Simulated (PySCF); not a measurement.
A structure optimised at PBE-D3(BJ)/def2-SVP, used in a PySCF frequency run:

```xyz
8

O     -1.1405     0.8850     0.8864
Si    -0.0434     0.0297    -0.0155
O     -0.7829    -1.1506    -0.9198
O      0.9204     0.8730    -1.0720
O      0.9191    -0.5767     1.2231
H     -0.4794    -1.1791    -1.8448
H      1.3160     1.6867    -0.7149
H      0.4424    -1.1675     1.8360
```
Charge 0, spin multiplicity 2.

### Question
Write its SMILES and formula.

### Answer
[O][Si](O)(O)O, H3O4Si

### Question
What are its rotational constants (standard atomic weights)?

### Answer
4.3387, 3.9164, 3.6205 GHz
